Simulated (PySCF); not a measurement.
C7H4FN (charge +1 and doublet state).
Geometry (GFN2-xTB, Å), atoms numbered from 1 in this order:
```xyz
13
C7H4FN angstrom
N      2.828   -1.970   -0.857
C      2.030   -1.161   -0.704
C      0.992   -0.267   -0.441
C      0.905    0.961    0.149
C     -0.566    1.100   -0.165
C     -1.216    0.507    1.056
C     -1.194   -0.747    0.514
F     -1.587   -1.909    0.912
C     -0.492   -0.344   -0.758
H      1.595    1.603    0.666
H     -0.958    1.976   -0.664
H     -1.504    0.931    2.002
H     -0.838   -0.679   -1.729
```

The species is `N#C[C+]1[CH][C@@H]2C=C([C@@H]21)F` [radical] (charge +1).

Method: PySCF 2.14.0, UKS B3LYP, pcH-1 on C F H N, non-relativistic, mean-field spin-orbit, GIAO. Isolated species at its GFN2-xTB geometry, gas phase. The geometry wasn't refined by DFT: couplings that depend on bond lengths, twists or pyramidal angles can differ widely from those at the functional's own minimum, by a factor of two or more for some ions and for spin on atoms past the first row. The SCF solution wasn't tested for stability.

Principal values of hyperfine tensors in MHz (contact and dipolar terms together), for some of the nuclei:

```json
{"atom": "F8", "isotope": "19F", "A1": "-66.64", "A2": "-63.31", "A3": "309.78"}
{"atom": "C4", "isotope": "13C", "A1": "8.63", "A2": "13.48", "A3": "72.06"}
{"atom": "C6", "isotope": "13C", "A1": "-1.17", "A2": "1.78", "A3": "91.99"}
{"atom": "H12", "isotope": "1H", "A1": "-38.42", "A2": "-26.93", "A3": "-6.53"}
{"atom": "C3", "isotope": "13C", "A1": "-4.09", "A2": "-1.32", "A3": "59.65"}
{"atom": "H10", "isotope": "1H", "A1": "-23.88", "A2": "-15.91", "A3": "-2.21"}
{"atom": "C5", "isotope": "13C", "A1": "-16.43", "A2": "-13.94", "A3": "-9.81"}
{"atom": "C7", "isotope": "13C", "A1": "-12.44", "A2": "-8.18", "A3": "56.49"}
```

Question: Give the isotropic coupling of each nucleus in MHz and in mT (g = 2.0033), and the anisotropic part.

Answer: a_iso is a third of the trace, T = A − a_iso, and a(mT) = a(MHz)/(g × 13.996).

```json
{"atom": "F8", "a_iso (MHz)": "59.95", "a_iso (mT)": "2.138", "T1": "-126.59", "T2": "-123.25", "T3": "249.84"}
{"atom": "C4", "a_iso (MHz)": "31.39", "a_iso (mT)": "1.120", "T1": "-22.76", "T2": "-17.91", "T3": "40.67"}
{"atom": "C6", "a_iso (MHz)": "30.87", "a_iso (mT)": "1.101", "T1": "-32.03", "T2": "-29.09", "T3": "61.12"}
{"atom": "H12", "a_iso (MHz)": "-23.96", "a_iso (mT)": "-0.855", "T1": "-14.46", "T2": "-2.97", "T3": "17.43"}
{"atom": "C3", "a_iso (MHz)": "18.08", "a_iso (mT)": "0.645", "T1": "-22.17", "T2": "-19.40", "T3": "41.57"}
{"atom": "H10", "a_iso (MHz)": "-14.00", "a_iso (mT)": "-0.499", "T1": "-9.88", "T2": "-1.91", "T3": "11.79"}
{"atom": "C5", "a_iso (MHz)": "-13.39", "a_iso (mT)": "-0.478", "T1": "-3.04", "T2": "-0.55", "T3": "3.58"}
{"atom": "C7", "a_iso (MHz)": "11.96", "a_iso (mT)": "0.427", "T1": "-24.40", "T2": "-20.14", "T3": "44.54"}
```

Question: What spin density at the nucleus of H10 lies behind its contact coupling (g_N = 5.58569)?

Answer: a_FC = 800.24 MHz bohr³ × g_N × ρ(0)/(2S). With a_FC = -14.00 MHz and 2S = 1, ρ(0) = -0.003133 bohr⁻³. In magnitude that is 1.0 % of the 1/π = 0.318 of a free hydrogen atom.

Question: C2 (13C, g_N = 1.40482) isn't in the table. Its spin density at the nucleus is -0.0162 bohr⁻³. What is its contact coupling?

Answer: By the same relation, a_FC = -18.21 MHz. Its full tensor has the principal values -24.42, -19.91, -10.31 MHz.

Question: Name the largest traceless tensor T of the table and describe it.

Answer: F8: -126.6, -123.3, 249.8 MHz, axial, in the ratio −1:−1:+2.

Question: What first-order splitting does C4 cause when the field lies along A1, A2 or A3 of its tensor (g taken as isotropic, no quadrupole term)?

Answer: 2 lines (I = 1/2), spaced by |A_i|/(g × 13.996): 0.31, 0.48, 2.57 mT along the axes of A1, A2 and A3.

The run took 69 s (grids of density and orbitals included) on one thread, Arm Neoverse V1 (aarch64), no GPU (shared host), and the process peaked at 0.97 GiB of memory.

The SMILES draws the unpaired electron on C4; the largest computed Mulliken spin population is on C6 (0.33 against 0.18).
